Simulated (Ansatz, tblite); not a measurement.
Removing and adding an electron: (OH)2Zr(OSiH2)2O (ZrSi2O5H6). The state is a singlet with charge 0. Geometry: B3LYP-D4/def2-SVP. Ansatz, gas phase; energy differences of separate SCF runs; the oxidised species was run as a doublet alone; the reduced species was run as a doublet alone.

```xyz
14

Zr   -1.1867    0.7420   -0.4648
O    -2.7464   -0.1046   -1.2271
O    -1.3118    2.6663   -0.3603
O    -0.7254   -0.0404    1.2857
Si    0.5767   -0.8815    1.8896
O     1.6902   -1.0594    0.6617
Si    1.8369   -0.6421   -0.9456
O     0.4623    0.1827   -1.3907
H    -3.5406   -0.4802   -1.6102
H    -1.4093    3.6190   -0.3245
H     1.2060   -0.1191    3.0001
H     0.1466   -2.2295    2.3457
H     3.0300    0.2302   -1.1070
H     1.9715   -1.8834   -1.7527
```

In the def2 sets Zr takes a core potential; there is no spin–orbit coupling. The xTB rows come from tblite.

Estimate orbital energies and vertical ionisation energies and electron affinities at: GFN1-xTB; GFN2-xTB; PBE-D4/def2-SVP; PBE-D4/def2-TZVP; r2SCANh-D4/def2-TZVP; PBE0-D4/def2-SVP; PBE0-D4/def2-TZVP.


| level | −HOMO (eV) | vertical IE (eV) | −LUMO (eV) | vertical EA (eV) | HOMO–LUMO gap (eV) | IE − EA (eV) | remarks |
| --- | --- | --- | --- | --- | --- | --- | --- |
| GFN1-xTB | 11.20 | 13.58 | 7.99 | 5.00 | 3.21 | 8.58 | – |
| GFN2-xTB | 10.75 | 13.09 | 6.54 | 3.74 | 4.21 | 9.35 | – |
| PBE-D4/def2-SVP | 6.66 | – | 1.16 | -0.74 | 5.50 | – | HOMO above zero (-1 doublet) |
| PBE-D4/def2-TZVP | 6.82 | 9.25 | 1.36 | – | 5.47 | – | – |
| r2SCANh-D4/def2-TZVP | 7.68 | 9.79 | 0.77 | – | 6.91 | – | – |
| PBE0-D4/def2-SVP | 8.11 | – | 0.34 | -0.90 | 7.77 | – | HOMO above zero (-1 doublet) |
| PBE0-D4/def2-TZVP | 8.22 | 10.00 | 0.50 | – | 7.72 | – | – |

Relaxing the oxidised species (B3LYP-D4/def2-SVP) changes its energy by -0.07 eV at PBE-D4/def2-TZVP, so the adiabatic ionisation energy to this nearest minimum is 9.18 eV. At PBE0-D4/def2-TZVP it is 9.79 eV.  Relaxing the reduced species (B3LYP-D4/def2-SVPD) changes its energy by -0.65 eV at PBE-D4/def2-SVP, so the adiabatic electron affinity to this nearest minimum is -0.09 eV. At PBE0-D4/def2-SVP it is -0.12 eV. The highest occupied level of the relaxed charge -1 doublet lies above zero (up to 1.20 eV). Energy differences put its binding near zero (-0.09 eV; each at its own geometry, to the charge 0 singlet, at PBE-D4/def2-SVP), which leaves it undecided.     A HOMO above zero means that the electron is unbound at that level or that self-interaction error raises the level; the energy of removing that electron tells which. Raw xTB energy differences between charge states are shifted by several eV; the methods need an empirical correction for them. Sets without diffuse functions give affinities that are too small. A negative affinity means that the extra electron isn't bound; its size then hangs on the basis.
